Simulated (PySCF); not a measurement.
# Heteronuclear NMR

Atom-mapped SMILES (the numbers label the heavy atoms): `[NH2:1][C:2](=[O:3])[C@H:4]1[CH2:5][CH2:6][Si:7]1([NH2:8])[NH2:9]`. Each H is labelled by its parent atom. Ha(C5), Ha(C6) are cis to C2 on the ring; Ha(N1) is cis to the C=O or C=S heteroatom; Hb(C5), Hb(C6) are trans to C2 on the ring; Hb(N1) is trans to the C=O or C=S heteroatom.

Theory: geometry: GFN2-xTB, σ from GIAO-PBE0/pcSseg-1, in PySCF 2.14 (equivalent nuclei averaged, gas phase, relativity neglected, one computed conformer).

Problem. What are the $^{29}$Si shifts?

Solution. 
```json
{"atoms": "Si7", "environment": "silicon bonded to 2 C, 2 N, in a 4-membered ring", "σ (ppm)": "354.3", "δ (ppm)": "-11.3"}
```

Shieldings were converted by a linear fit to measured shifts: $^{29}$Si: δ = 279.94 − 0.822σ (rms 8.9 ppm, 72 shifts, 25.8 ppm with the 6 outliers that the fit left out vs TMS, solution or neat liquid). A few per cent of atoms miss by over 2 rms, more outside the fitted compound classes.

On a 400 MHz spectrometer $^{29}$Si resonates near 79.5 MHz, so 1 ppm is 79.5 Hz.

Problem. Where does $^{15}$N resonate?

Solution. 
```json
{"atoms": "N1", "environment": "amide-type nitrogen", "σ (ppm)": "154.8", "δ (ppm)": "-290.7"}
{"atoms": "N8", "environment": "nitrogen bonded to Si, 2 H", "σ (ppm)": "239.1", "δ (ppm)": "-368.4"}
{"atoms": "N9", "environment": "nitrogen bonded to Si, 2 H", "σ (ppm)": "248.4", "δ (ppm)": "-377.0"}
```

Shieldings were converted by a linear fit to measured shifts: $^{15}$N: δ = -148.07 − 0.921σ (rms 6.3 ppm, 71 shifts vs CH3NO2, solution or neat liquid). Occasional misses reach two or three times the rms, and more in compound classes unlike the fitted ones.

On a 300 MHz spectrometer $^{15}$N resonates near 30.4 MHz, so 1 ppm is 30.4 Hz.

Problem. What are the $^{17}$O shifts?

Solution. 
```tsv
atoms	environment	σ (ppm)	δ (ppm)
O3	amide-type carbonyl oxygen	-58.9	320.4
```

Shieldings were converted by a linear fit to measured shifts: $^{17}$O (scatter 10.7 ppm rms, 12.2 ppm with the 3 outliers that the fit left out vs liquid water, solution or neat liquid). Occasional misses reach two or three times the rms, and more in compound classes unlike the fitted ones.

On a 300 MHz spectrometer $^{17}$O resonates near 40.7 MHz, so 1 ppm is 40.7 Hz.

Hydrogen bonding in solution shields acid and N–H amide carbonyl oxygens by tens of ppm.
